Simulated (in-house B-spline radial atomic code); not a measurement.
Successive ionisation energies of ytterbium; each step leads to the configuration of the next row (after the last: [Ar] 3d3/2(3)). Dirac energy differences include first-order Breit, QED and recoil terms. NIST's values go from ground level to ground level; the uncertainty of those that are theory runs from under 0.1 % in few-electron ions to several per cent in heavy many-electron ones. Computed with a B-spline radial code for spherical atoms: Dirac-Hartree-Fock, jj configuration that fills j = l - 1/2 first, finite nuclei.

A number in brackets counts the electrons of a j subshell.

```csv
ion,configuration,ionisation energy (eV),tabulated value (eV),tabulated kind,computed minus tabulated (eV),highest orbital,largest mean radius (bohr)
Yb35+,[Ar] 3d10 4s2 4p1/2(2) 4p3/2(3),1566.2,1564,tabulated theory,2,4p3/2,0.45567
Yb36+,[Ar] 3d10 4s2 4p1/2(2) 4p3/2(2),1616.9,1618,tabulated theory,-1,4p3/2,0.45286
Yb37+,[Ar] 3d10 4s2 4p1/2(2) 4p3/2(1),?,?,tabulated theory,?,?,?
Yb38+,[Ar] 3d10 4s2 4p1/2(2),1789.0,1789,tabulated theory,0,4p1/2,0.43138
Yb39+,[Ar] 3d10 4s2 4p1/2(1),?,?,tabulated theory,?,?,?
Yb40+,[Ar] 3d10 4s2,1977.3,1978,tabulated theory,-1,4s1/2,0.42721
Yb41+,[Ar] 3d10 4s1,2034.0,2036.4,semi-empirical,-2,4s1/2,0.42472
Yb42+,[Ar] 3d10,3442.9,3443,tabulated theory,0,3d5/2,0.21406
Yb43+,[Ar] 3d3/2(4) 3d5/2(5),3561.2,3555,tabulated theory,6,3d5/2,0.21278
Yb44+,[Ar] 3d3/2(4) 3d5/2(4),3681.0,3677,tabulated theory,4,3d5/2,0.2115
Yb45+,[Ar] 3d3/2(4) 3d5/2(3),3802.3,3805,tabulated theory,-3,3d5/2,0.21024
Yb46+,[Ar] 3d3/2(4) 3d5/2(2),3925.2,3929,tabulated theory,-4,3d5/2,0.20898
Yb47+,[Ar] 3d3/2(4) 3d5/2(1),?,?,tabulated theory,?,?,?
Yb48+,[Ar] 3d3/2(4),4237.4,4238,tabulated theory,-1,3d3/2,0.20651
```

(1) Fill in the row of Yb37+.

(2) Fill in the row of Yb39+.

(3) Fill in the row of Yb47+.

(4) Where is the largest jump?

## Answers

(1) ionisation energy (eV): 1668.1; tabulated value (eV): 1668; computed minus tabulated (eV): 0; highest orbital: 4p3/2; largest mean radius (bohr): 0.45008.

(2) ionisation energy (eV): 1845.3; tabulated value (eV): 1845; computed minus tabulated (eV): 0; highest orbital: 4p1/2; largest mean radius (bohr): 0.42928.

(3) ionisation energy (eV): 4049.7; tabulated value (eV): 4051; computed minus tabulated (eV): -1; highest orbital: 3d5/2; largest mean radius (bohr): 0.20774.

(4) From Yb41+ to Yb42+, by a factor of 1.69 (2034 to 3442.9 eV); the highest orbital goes from 4s1/2 to 3d5/2.
